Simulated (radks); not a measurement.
Species: Er II. Configuration: [Xe] 4f12 6s1 (the NIST ground configuration). Calculated with a radial shooting solver on a logarithmic mesh with Libxc functionals: scalar-relativistic Kohn-Sham, TASK exchange with Perdew-Wang LDA correlation, spin-polarised, spherical densities, finite nucleus; open shells are filled with parallel spins first (spin-orbit coupling, left out, can overturn this in heavy ions); meta-GGA in the generalised Kohn-Sham scheme; Fermi nuclear charge, rms radius 5.2516 fm.

Normalised radial functions P(r) = r R(r), r in bohr:

r           5s up    5p up   4f up
0.003014   0.1109   0.0076  0.0000
0.004117   0.1328   0.0128  0.0000
0.005625   0.1531   0.0214  0.0000
0.007684   0.1666   0.0352  0.0000
0.0105     0.1650   0.0568  0.0001
0.01434    0.1373   0.0884  0.0002
0.01959    0.0726   0.1308  0.0005
0.02677   -0.0323   0.1795  0.0016
0.03657   -0.1594   0.2188  0.0047
0.05036   -0.2563   0.2169  0.0137
0.0688    -0.2320   0.1333  0.0361
0.09399   -0.0340  -0.0454  0.0879
0.1284     0.2571  -0.2513  0.1943
0.1754     0.3789  -0.3142  0.3809
0.2397     0.0957  -0.0863  0.6461
0.3274    -0.4068   0.3147  0.9286
0.4473    -0.5280   0.4759  1.1118
0.6111     0.0321   0.1141  1.0954
0.8348     0.7760  -0.5173  0.9009
1.14       1.0498  -0.9177  0.6367
1.558      0.7746  -0.8576  0.3917
2.146      0.3405  -0.5061  0.2046
2.931      0.0880  -0.1970  0.0937
4.005      0.0149  -0.0561  0.0398
5.471      0.0012  -0.0088  0.0133
7.474      0.0000  -0.0006  0.0029
10.21      0.0000  0.0000  0.0003
13.95      0.0000  0.0000  0.0000

5s up: eigenvalue -62.317 eV, 4 radial nodes at r = 0.0246, 0.0976, 0.255, 0.603 bohr, <r> = 1.25 bohr, 90 % of the charge inside 1.82 bohr. 5p up: eigenvalue -35.334 eV, 3 radial nodes at r = 0.0878, 0.257, 0.648 bohr, <r> = 1.48 bohr, 90 % of the charge inside 2.18 bohr. 4f up: eigenvalue -10.190 eV, 0 radial nodes, <r> = 0.808 bohr, 90 % of the charge inside 1.40 bohr.

Empty levels of this run are not shown, since the potential may be unsettled where no density lies.
